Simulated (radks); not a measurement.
Values are calculated unless marked as measured or tabulated.
Problem. Numerical settings for neutral barium, [Xe] 6s2. Level of theory: scalar-relativistic Kohn-Sham, PBEsol, spin-unpolarised, spherical densities, point nucleus (a radial shooting solver on a logarithmic mesh with Libxc functionals). The defaults (mesh step 0.008 in ln r, mesh end at 40 bohr or more with all orbitals vanishing there, Anderson mixing 0.5 over 9 steps, residual threshold near 1e-9 with the energy settled to 1e-9 hartree or 1e-11 of itself, here a cap of 100 iterations) give E = -8132.3619 hartree and 6s at -3.247 eV in 14 iterations. Run on one thread of a shared host, so times are rough (Arm Neoverse N1): 0.17 s of CPU time, 0.17 s wall, 14 iterations on 2728 mesh points. One setting is changed at a time: mesh step in ln r 0.003; mesh step in ln r 0.02; mesh step in ln r 0.05; mesh end (bohr) 8; mesh end (bohr) 5; residual threshold 0.001; residual threshold 1e-16; mixing 0.2; linear mixing, mixing 0.8; linear mixing, mixing 0.05; mixing history 20; iteration cap 8. Which runs fail to converge, and which converge to a wrong energy?

Solution. Not converged within the cap: residual threshold 1e-16; linear mixing, mixing 0.05; iteration cap 8. Settled on a wrong energy, with an occupied level pushed above zero by the early mesh end: mesh end (bohr) 5 (+0.472 hartree). Apart from these: settings that end as converged yet miss the energy by more than 1 mhartree: mesh end (bohr) 8 (+0.0333 hartree).
